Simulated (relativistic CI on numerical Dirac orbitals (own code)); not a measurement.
**Electric-dipole lines of N II**

Method of calculation: Dirac-Coulomb-Breit CI, orbitals from a KLI potential per configuration, model QED (radiative potential, 1s self-energy scaled to tabulated hydrogen-like ionisation energies), valence Slater integrals scaled by 0.85, P86 correlation energy added to each configuration (own radial code, finite nucleus).

Configurations in the expansion (outside the closed core 1s2): 2s2 2p2, 2s 2p3, 2s2 2p 3s, 2s2 2p 3p, 2s2 2p 3d, 2p4, 2s2 2p 4s, 2s2 2p 4p, 2s2 2p 4d, 2s2 2p 4f, 2s2 2p 5s, 2s2 3s2, 2s2 2p 5p, 2s2 2p 5d, 2s2 2p 5f, 2s2 2p 5g, 2s2 3s 3p, 2s 2p2 3s, 2s2 3s 3d, 2s2 3p2, 2p3 3s, 2s2 3p 3d, 2s 2p2 3p. Levels of other configurations are missing.

| λ vac (Å) | Lower | Upper | A (s⁻¹) | E lower (eV) | E upper (eV) |
| --- | --- | --- | --- | --- | --- |
| 517.47 | 2s2 2p2 3P_2 [3] | 2s2 2p 3d 3P°_1 [38] | 1.22e+09 | 0.0155 | 23.9750 |
| 517.62 | 2s2 2p2 3P_2 [3] | 2s2 2p 3d 3P°_2 [37] | 2.32e+09 | 0.0155 | 23.9684 |
| 520.41 | 2s2 2p2 3P_0 [1] | 2s2 2p 3d 3D°_1 [34] | 2.87e+09 | 0.0000 | 23.8244 |
| 520.47 | 2s2 2p2 3P_1 [2] | 2s2 2p 3d 3D°_2 [35] | 3.83e+09 | 0.0058 | 23.8274 |
| 520.53 | 2s2 2p2 3P_1 [2] | 2s2 2p 3d 3D°_1 [34] | 1.95e+09 | 0.0058 | 23.8244 |
| 520.60 | 2s2 2p2 3P_2 [3] | 2s2 2p 3d 3D°_3 [36] | 4.90e+09 | 0.0155 | 23.8313 |
| 520.68 | 2s2 2p2 3P_2 [3] | 2s2 2p 3d 3D°_2 [35] | 1.05e+09 | 0.0155 | 23.8274 |
| 558.89 | 2s2 2p2 1D_2 [4] | 2s2 2p 3d 1F°_3 [40] | 4.77e+09 | 1.8964 | 24.0804 |
| 566.40 | 2s2 2p2 1D_2 [4] | 2s2 2p 3d 1D°_2 [33] | 3.26e+09 | 1.8964 | 23.7864 |
| 685.73 | 2s2 2p2 3P_2 [3] | 2s2 2p 3s 3P°_2 [15] | 8.40e+08 | 0.0155 | 18.0961 |
| 755.30 | 2s2 2p2 1D_2 [4] | 2s2 2p 3s 1P°_1 [16] | 3.53e+09 | 1.8964 | 18.3116 |
| 4956.6 | 2s2 2p 3p 3D_3 [23] | 2s2 2p 3d 3D°_3 [36] | 3.02e+07 | 21.3299 | 23.8313 |
| 5156.8 | 2s2 2p 3p 3D_1 [21] | 2s2 2p 3d 3F°_2 [30] | 9.57e+07 | 21.3101 | 23.7144 |
| 5157.1 | 2s2 2p 3p 3D_2 [22] | 2s2 2p 3d 3F°_3 [31] | 1.03e+08 | 21.3177 | 23.7219 |
| 5161.3 | 2s2 2p 3p 3D_3 [23] | 2s2 2p 3d 3F°_4 [32] | 1.13e+08 | 21.3299 | 23.7321 |
| 5174.3 | 2s2 2p 3p 3S_1 [24] | 2s2 2p 3d 3P°_1 [38] | 6.70e+07 | 21.5788 | 23.9750 |
| 5188.5 | 2s2 2p 3p 3S_1 [24] | 2s2 2p 3d 3P°_2 [37] | 7.10e+07 | 21.5788 | 23.9684 |
| 5940.5 | 2s2 2p 3p 3P_1 [26] | 2s2 2p 3d 3D°_2 [35] | 4.52e+07 | 21.7403 | 23.8274 |
| 5950.4 | 2s2 2p 3p 3P_2 [27] | 2s2 2p 3d 3D°_3 [36] | 5.83e+07 | 21.7477 | 23.8313 |
| 6454.0 | 2s2 2p 3p 1D_2 [28] | 2s2 2p 3d 1F°_3 [40] | 7.06e+07 | 22.1594 | 24.0804 |

Terms are leading LS components. Brackets give the number of a level in order of energy, since labels repeat. The list gives strong lines, with weight on those to low levels, without lines whose two gauges differ by over a factor of 2.5, among the lowest 154 of 228 levels, so that lines to higher ones, which can be the strongest, are missing, and without lines across small gaps between configurations, and without 244 lines that miss the measured interval by over 3.5 %, start from a term whose rates miss tabulated ones by over 60 %, have gauges far apart or, lacking measured levels, span too small a gap for the errors found; lines with a level outside our table were not tested and can miss by more. Levels whose partners in the same complex of configurations lie outside the list can be far off, and so can their lines. Rates are taken at the computed energies, electric ones in the length gauge.

Correlation outside the listed configurations is missing or only estimated: errors of thousands of cm⁻¹ between configurations and terms are usual at this charge. Rates and lifetimes follow the computed energies and can be off by large factors. The fine structure of a lone outer electron comes out too small, for d and f at times inverted, and misplaced configurations move strength between like terms. 29 of the 39 excited levels that our extract of the measured tables holds in this range could be paired (the sources list more); they are missed by 4030 cm⁻¹ on average and 5583 at most, and levels without a partner can miss by more.

Question: From the table, what is the radiative lifetime of 2s2 2p 3d 3D°_2?

Answer: The listed rates from this level add up to about 4.92e+09 s⁻¹, 99 % of its decay; with all channels τ = 2.01e-10 s.
